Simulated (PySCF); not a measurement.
Estimate the missing entries of this data sheet.

Hexafluorophosphate, PF6 (charge -1).
Bonds: F1–P2, P2–F3, P2–F4, P2–F5, P2–F6, P2–F7.

```tsv
property	level	value
point group	PBE0-D3(BJ)/def2-SVP	Oh
rotational constants A, B, C	PBE0-D3(BJ)/def2-SVP	?
HOMO energy	PBE0/pcSseg-1	-5.32 eV
LUMO energy	PBE0/pcSseg-1	?
isotropic shieldings of nuclei other than C and H, by class	GIAO PBE0/pcSseg-1	?
```

Gas-phase values; electronic properties from PySCF, density fitting. Isolated species at its PBE0-D3(BJ)/def2-SVP geometry, gas phase. No diffuse functions stand in pcSseg-1, which bears on an anion's orbital energies.

Task: What are the isotropic shieldings of nuclei other than C and H, by class?

Result: 256 (F1/F3/F4/F5/F6/F7), 441 (P2) ppm.

Task: What are the rotational constants A, B, C?

Result: 2.501, 2.501, 2.499 GHz.

Task: Give the LUMO energy.

Result: 7.50 eV.

The rotational constants are those of a spherical top; the small spread among constants that symmetry makes equal is optimisation noise. With B = h/(8π²I), that is 505.379 GHz u Å² over I, the principal moments of inertia are 202.1, 202.1 and 202.2 u Å² (most abundant isotopes).
